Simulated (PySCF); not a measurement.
C6H6ClN.
SMILES with atom numbers: `[NH2:1][c:2]1[cH:3][cH:4][cH:5][c:6]([Cl:7])[cH:8]1`

NICS is the negative of the GIAO shielding at a point without a nucleus: at the ring centre (0) and 1 Å above and below it (1); zz is the component along the ring normal. Level: GIAO B97-2/pcSseg-2 (PySCF, non-relativistic, gas phase) on the PBE0-D3(BJ)/def2-TZVP geometry, one conformer.

Ring bond lengths (Å): C2–C3 1.397, C3–C4 1.383, C4–C5 1.387, C5–C6 1.385, C6–C8 1.383, C8–C2 1.396.

Q: Give the NICS values of each ring in ppm.

A: 
```json
{"ring": "C2–C3–C4–C5–C6–C8", "type": "6-membered carbocycle; formal bonds all aromatic", "NICS(0)": "-8.5", "NICS(1), two faces": "-8.3 / -8.5", "NICS(1)zz, two faces": "-22.9 / -23.2", "rms pucker (Å)": "0.00", "centre to ring atoms, mean (Å)": "1.39"}
```

Q: What can be read from them?

A: 
- C2–C3–C4–C5–C6–C8: mean NICS(1)zz -23.1 ppm, shielded, aromatic by this magnetic criterion (flat ring, no four-coordinate atom).

Q: And the bond-length index? HOMA takes Krygowski's 1993 parameters.

A: 
- C2–C3–C4–C5–C6–C8: HOMA 0.99 = 1 − EN − GEO, with mean bond length 1.388 Å, EN = α(Ropt − mean)² = 0.000 and GEO = α × variance = 0.009. The geometric and the magnetic index point the same way.

Q: How do the values depend on the level or the medium?

A: 
| level | NICS(0), C2–C3–C4–C5–C6–C8 | mean NICS(1)zz, C2–C3–C4–C5–C6–C8 |
| --- | --- | --- |
| B97-2/pcSseg-2, gas | -8.5 | -23.1 |
| KT3/pcSseg-2, gas | -8.2 | -21.6 |
| PBE0/pcSseg-2, gas | -8.4 | -23.2 |
| wB97X-D/pcSseg-2, gas | -8.4 | -23.7 |
| WP04/pcSseg-2, IEF-PCM chloroform | -8.8 | -22.7 |
| wB97X-D/pcSseg-2, IEF-PCM chloroform | -8.1 | -23.6 |

The geometry is the same throughout; the continuum's cavity takes Bondi-type radii × 1.2.

The values belong to the conformer `[NH2:1][c:2]1[cH:3][cH:4][cH:5][c:6]([Cl:7])[cH:8]1`: H–N1–C2–C3 24°, H–N1–C2–C3 160°.
